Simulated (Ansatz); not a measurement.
C$_{4}$H$_{13}$AlOSi, singlet, geometry from GFN2-xTB (such geometries of metal compounds can be far from the true shape); CASSCF(2,4)/STO-3G in Ansatz (a program for electronic structure).

The Ansatz input:
Ansatz 0.2 input:
```yaml
crystal:
  periodic: [false, false, false]
  atoms:
    - {symbol: Al, position_ang: [0.70084934, -0.33264709, 1.22083361]}
    - {symbol: C, position_ang: [0.60809570, -2.09298399, 2.17408028]}
    - {symbol: H, position_ang: [-0.04485351, -2.82564453, 1.69311804]}
    - {symbol: H, position_ang: [0.24703599, -1.97129414, 3.20179730]}
    - {symbol: H, position_ang: [1.59803791, -2.55593267, 2.25759217]}
    - {symbol: O, position_ang: [1.63329111, 0.89636775, 1.80597183]}
    - {symbol: H, position_ang: [2.17065706, 1.60121659, 2.14108755]}
    - {symbol: Si, position_ang: [-0.48468280, 0.24540976, -0.84347697]}
    - {symbol: C, position_ang: [0.70199528, 1.05023812, -2.13057950]}
    - {symbol: C, position_ang: [-1.90739717, 1.51447581, -0.56245356]}
    - {symbol: C, position_ang: [-1.28456414, -1.26504346, -1.72413892]}
    - {symbol: H, position_ang: [0.18134660, 1.39774124, -3.01855067]}
    - {symbol: H, position_ang: [1.21324307, 1.90274994, -1.69268237]}
    - {symbol: H, position_ang: [1.46274193, 0.34243511, -2.44786511]}
    - {symbol: H, position_ang: [-1.53357113, 2.40151216, -0.05887999]}
    - {symbol: H, position_ang: [-2.68619381, 1.08838954, 0.06377508]}
    - {symbol: H, position_ang: [-2.36915623, 1.83274972, -1.49310167]}
    - {symbol: H, position_ang: [-2.00525214, -1.75261009, -1.07453056]}
    - {symbol: H, position_ang: [-0.53233609, -2.00260033, -1.98772994]}
    - {symbol: H, position_ang: [-1.80228853, -0.98109800, -2.63541363]}
basis:
  gaussian:
    orbitals: STO-3G
hamiltonian:
  xc: hf
magnetization: {spin_polarized: false}
correlation: {active_space: {window: {electrons: 2, orbitals: 4}}}
```

What the program printed (banner, timings and long lists left out):

```
Functional definition: HF
719 factors; integrals over basis functions are off by at most 6.0e-5 eV
mean field evaluation 1: about -20561.8492 eV, gradient 2.7e1 eV
mean field evaluation 2: about -20562.0556 eV, gradient 2.7e1 eV
mean field evaluation 4: about -20564.8611 eV, gradient 1.7e0 eV
mean field evaluation 8: about -20564.8744 eV, gradient 7.7e-5 eV
mean field -20564.87436943 eV, -755.7451937039 hartree, gradient 2.3e-6 eV, S^2 0.000000; 0 other end points of the search recorded, 0 dependent functions left out
reference -20564.87436943 eV, -755.7451937039 hartree; 36, 36 occupied and 20, 20 virtual orbitals, 719 factors
state -20565.27143431 eV, -755.7597855693 hartree
Total energy: -20565.27143431 eV, -755.7597855693 hartree
```
